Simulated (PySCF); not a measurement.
```xyz
3
charge 0 multiplicity 1, angstrom
Ru    0.1328    0.0000   -0.1253
N    -1.0698    0.0000    0.8486
H     1.4658    0.0000    0.8168
```

Method: PBE0 in PySCF with Ru def2-TZVP with ECP28, N def2-TZVP, H def2-TZVP; scalar-relativistic core potentials, no spin–orbit coupling; density-fitted integrals.

This geometry of HRuN is a stationary point at this level.

Problem. What is the point group?

Solution. Cs.

Problem. Is it a minimum?

Solution. Yes: all harmonic wavenumbers are real.

Problem. What are the dipole moment and the gap between the highest occupied and lowest empty levels?

Solution. 3.34 D and 2.94 eV.

Problem. What is the atomisation energy, with and without zero-point energy?

Solution. 705 kJ/mol without, 683 kJ/mol with.

Other isomers or separated fragments may lie lower.
